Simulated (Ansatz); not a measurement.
A structure relaxed at r2SCAN-D4/def2-TZVP in Ansatz, charge 0, singlet:

```tsv
atom	x (Å)	y (Å)	z (Å)
Be1	1.088	0.002	-0.628
Be2	-0.713	-1.033	0.018
Be3	-0.375	1.032	0.610
S4	-0.742	0.490	-1.285
S5	0.742	-0.490	1.285
```

Q: Give its formula and point group.

A: the cluster Be3S2. Point group D3h (tolerance 0.1 Å).

Q: Summarise the bond lengths by kind (pairs closer than 1.2 times the sum of covalent radii, bridged metal pairs left out).

A: 6 × Be–S 2.00 Å.

The restricted singlet is unstable towards broken spin symmetry at other levels; at r2SCAN-D4/def2-TZVP this wasn't settled. Another isomer (singlet) lies 1.51 eV lower at PBE0-D4/def2-TZVP; other spin states weren't run for this one.
